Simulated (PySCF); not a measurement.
Dipole response of Mn (manganese, neutral)

[Ar] 3d5 4s2, high-spin 6S determinant. Calculation: PySCF 2.14, in aug-cc-pVQZ (9s8p6d4f3g2h, 140 functions); no relativity, point nucleus. Coupled (time-dependent) response in atomic units; α is the mean over directions.

| method | mean α (bohr³) | C₆ (like pair) | S(−4) |
| --- | --- | --- | --- |
| M06-2X | 65.39 | 579.6 | 2400 |

S(−4) is the Cauchy moment in α(ω) = α(0) + S(−4) ω² + …

Reference α: 68 ± 9 bohr³ (recommended; Schwerdtfeger and Nagle, table of static dipole polarizabilities (2023 update)). Published C₆: 552.0 (Chu and Dalgarno (2004); Tang, Norbeck and Certain (1976)).

α(iu) at M06-2X:

```tsv
u (hartree)	α(iu) (bohr³)
0	65.39
0.0500	59.96
0.100	48.38
0.200	28.55
0.300	17.99
0.500	9.243
0.750	5.387
1.00	3.701
1.50	2.195
2.00	1.503
3.00	0.8564
5.00	0.3969
```
